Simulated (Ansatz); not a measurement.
The cluster Y₄. The state is a singlet with charge 0. Geometry B3LYP-D4/def2-SVP.

Cartesian coordinates in Å:
```
Y -0.3684 0.6492 -2.0137
Y -0.8247 -1.7248 0.3619
Y -0.7100 1.2622 1.2978
Y 1.9032 -0.1866 0.3540
```

In the def2 sets Y takes a core potential; there is no spin–orbit coupling. At HF/def2-TZVP, PBE0-D4/def2-TZVP the restricted singlet is unstable: a solution with broken spin symmetry lies lower. The restricted singlet is unstable towards broken spin symmetry at other levels; at PBE-D4/def2-TZVPD, PBE0-D4/def2-TZVPD, CAM-B3LYP-D4/def2-TZVP this wasn't settled. At PBE0-D4/def2-TZVP a triplet of charge 0 lies 0.34 eV below the restricted singlet, each at its own geometry. The structure comes from a short search, and lower isomers may exist.

(1) Estimate the orbital energies around the gap (eV) in Ansatz with HF/def2-TZVP, PBE-D4/def2-TZVPD, PBE0-D4/def2-TZVP, PBE0-D4/def2-TZVPD, CAM-B3LYP-D4/def2-TZVP.

Results:

(1) 
```json
{"orbital": "HOMO−5", "HF/def2-TZVP": "-8.95", "PBE-D4/def2-TZVPD": "-5.21", "PBE0-D4/def2-TZVP": "-6.23", "PBE0-D4/def2-TZVPD": "-6.23", "CAM-B3LYP-D4/def2-TZVP": "-7.51"}
{"orbital": "HOMO−4", "HF/def2-TZVP": "-6.05", "PBE-D4/def2-TZVPD": "-3.74", "PBE0-D4/def2-TZVP": "-4.40", "PBE0-D4/def2-TZVPD": "-4.40", "CAM-B3LYP-D4/def2-TZVP": "-5.31"}
{"orbital": "HOMO−3", "HF/def2-TZVP": "-5.45", "PBE-D4/def2-TZVPD": "-3.59", "PBE0-D4/def2-TZVP": "-4.19", "PBE0-D4/def2-TZVPD": "-4.19", "CAM-B3LYP-D4/def2-TZVP": "-4.99"}
{"orbital": "HOMO−2", "HF/def2-TZVP": "-5.36", "PBE-D4/def2-TZVPD": "-3.59", "PBE0-D4/def2-TZVP": "-4.19", "PBE0-D4/def2-TZVPD": "-4.19", "CAM-B3LYP-D4/def2-TZVP": "-4.99"}
{"orbital": "HOMO−1", "HF/def2-TZVP": "-5.35", "PBE-D4/def2-TZVPD": "-3.32", "PBE0-D4/def2-TZVP": "-3.97", "PBE0-D4/def2-TZVPD": "-3.97", "CAM-B3LYP-D4/def2-TZVP": "-4.86"}
{"orbital": "HOMO", "HF/def2-TZVP": "-4.33", "PBE-D4/def2-TZVPD": "-2.78", "PBE0-D4/def2-TZVP": "-3.34", "PBE0-D4/def2-TZVPD": "-3.34", "CAM-B3LYP-D4/def2-TZVP": "-4.12"}
{"orbital": "LUMO", "HF/def2-TZVP": "0.14", "PBE-D4/def2-TZVPD": "-2.69", "PBE0-D4/def2-TZVP": "-2.00", "PBE0-D4/def2-TZVPD": "-2.00", "CAM-B3LYP-D4/def2-TZVP": "-1.04"}
{"orbital": "LUMO+1", "HF/def2-TZVP": "0.14", "PBE-D4/def2-TZVPD": "-2.69", "PBE0-D4/def2-TZVP": "-2.00", "PBE0-D4/def2-TZVPD": "-2.00", "CAM-B3LYP-D4/def2-TZVP": "-1.04"}
{"orbital": "LUMO+2", "HF/def2-TZVP": "0.40", "PBE-D4/def2-TZVPD": "-2.44", "PBE0-D4/def2-TZVP": "-1.74", "PBE0-D4/def2-TZVPD": "-1.74", "CAM-B3LYP-D4/def2-TZVP": "-0.75"}
{"orbital": "LUMO+3", "HF/def2-TZVP": "0.41", "PBE-D4/def2-TZVPD": "-2.44", "PBE0-D4/def2-TZVP": "-1.73", "PBE0-D4/def2-TZVPD": "-1.73", "CAM-B3LYP-D4/def2-TZVP": "-0.74"}
{"orbital": "LUMO+4", "HF/def2-TZVP": "0.66", "PBE-D4/def2-TZVPD": "-2.05", "PBE0-D4/def2-TZVP": "-1.40", "PBE0-D4/def2-TZVPD": "-1.40", "CAM-B3LYP-D4/def2-TZVP": "-0.47"}
{"orbital": "LUMO+5", "HF/def2-TZVP": "0.71", "PBE-D4/def2-TZVPD": "-1.94", "PBE0-D4/def2-TZVP": "-1.31", "PBE0-D4/def2-TZVPD": "-1.31", "CAM-B3LYP-D4/def2-TZVP": "-0.41"}
```
